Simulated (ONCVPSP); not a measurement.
Configuration tests for N (Z = 7) (ONCV)

ONCVPSP 4.0.1 input, shortened (lines: element, Z, core and valence counts, functional; n l f; lmax; l rc ep ncon nbas qcut; lloc lpopt rc5 dvloc0; l nproj debl; icmod fcfact rcfact), LDA (Perdew-Zunger), scalar-relativistic:

```
  N 7.00    1    2        3      upf
    1    0    2.00
    2    0    2.00
    2    1    2.00
    1
    0    0.70    0.00    3    6    8.10
    1    1.75    0.00    4    7    6.10
    0    5    0.70    0.00
    0    0    0.80
    1    2    3.40
    3    2.75    1.15
```

Energies are relative to the spin-unpolarised reference configuration 2s2 2p2; without spin polarisation the order of configurations can differ from experiment.

Give the all-electron excitation energy and the error of the potential for: 2s2 2p3; 2s2 2p1; 2s2 2p0; 2s1 2p0.

| valence configuration | charge | ΔE all-electron (eV) | error AE − PS (meV) |
| --- | --- | --- | --- |
| 2s2 2p3 | 0 | -13.732 | +51 |
| 2s2 2p1 | +2 | 28.970 | +169 |
| 2s2 2p0 | +3 | 76.135 | +1045 |
| 2s1 2p0 | +4 | 153.608 | +1935 |

Levels in the configuration 2s2 2p0:

```
level  all-electron (eV)  pseudo (eV)
   2s            -67.791      -67.072
```
